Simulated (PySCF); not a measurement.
## Bonding in `C=CC(=C)C[SiH2]N(C)C`

C7H15NSi.
Numbering: `[CH2:1]=[CH:2][C:3](=[CH2:4])[CH2:5][SiH2:6][N:7]([CH3:8])[CH3:9]` (hydrogens: H10, H11 on C1; H12 on C2; H13, H14 on C4; H15, H16 on C5; H17, H18 on Si6; H19, H20, H21 on C8; H22, H23, H24 on C9)

Cartesian coordinates in Å at the GFN2-xTB level; atoms count from 1:
```xyz
24
C7H15NSi angstrom
C      3.020   -0.679    0.441
C      2.908    0.054   -0.660
C      1.688    0.307   -1.415
C      1.721    1.145   -2.453
C      0.418   -0.350   -0.990
Si    -0.424    0.687    0.368
N     -1.932   -0.049    0.754
C     -2.122   -1.475    0.862
C     -2.876    0.679    1.563
H      2.181   -1.173    0.900
H      3.970   -0.806    0.933
H      3.794    0.527   -1.066
H      0.840    1.363   -3.031
H      2.627    1.645   -2.753
H     -0.255   -0.422   -1.844
H      0.625   -1.362   -0.649
H     -0.775    2.010   -0.158
H      0.505    0.858    1.502
H     -3.144   -1.732    0.569
H     -1.965   -1.831    1.888
H     -1.432   -1.994    0.203
H     -2.747    1.746    1.402
H     -3.896    0.400    1.286
H     -2.742    0.471    2.631
```

Bond orders from the PBE0/pcSseg-1 density (PySCF). One conformer (not necessarily the lowest) at the GFN2-xTB geometry, without solvent, vibrations or thermal averaging.

How far do the computed orders between heavy atoms stray from the drawn ones?

The largest departure is 0.130, at C5–Si6 (drawn single, 0.870). Drawn single, order below 0.88: C5–Si6 (0.870).

Give the Mayer order of every bond between heavy atoms, beside its length.

```csv
bond,drawn as,length (Å),Mayer order
C1–C2,double,1.328,1.930
C2–C3,single,1.456,1.086
C3–C4,double,1.334,1.891
C3–C5,single,1.491,1.049
C5–Si6,single,1.904,0.870
Si6–N7,single,1.721,0.965
N7–C8,single,1.443,0.963
N7–C9,single,1.441,0.969
```

Bonds between the same two heavy elements. C–C: lowest C3–C5 (1.049, 1.491 Å), highest C1–C2 (1.930, 1.328 Å). C–N: all 2 within 0.02 of one another (0.963 to 0.969).

And the bonds to hydrogen?

C–H: 0.92 to 0.96 (13 bonds); H–Si: 0.90 to 0.94 (2 bonds).

Sum the orders of all bonds at each heavy atom with more than one neighbour and set the sums beside the valence in the SMILES.

C1 3.815 (drawn 4), C2 3.972 (drawn 4), C3 4.026 (drawn 4), C4 3.778 (drawn 4), C5 3.778 (drawn 4), Si6 3.666 (drawn 4), N7 2.897 (drawn 3), C8 3.849 (drawn 4), C9 3.853 (drawn 4). Orders between atoms that aren't bonded are not in these sums.

For a closed shell the Mayer order of atoms A and B is Σ (PS)μν (PS)νμ over the basis functions μ on A and ν on B, with P the density and S the overlap matrix.
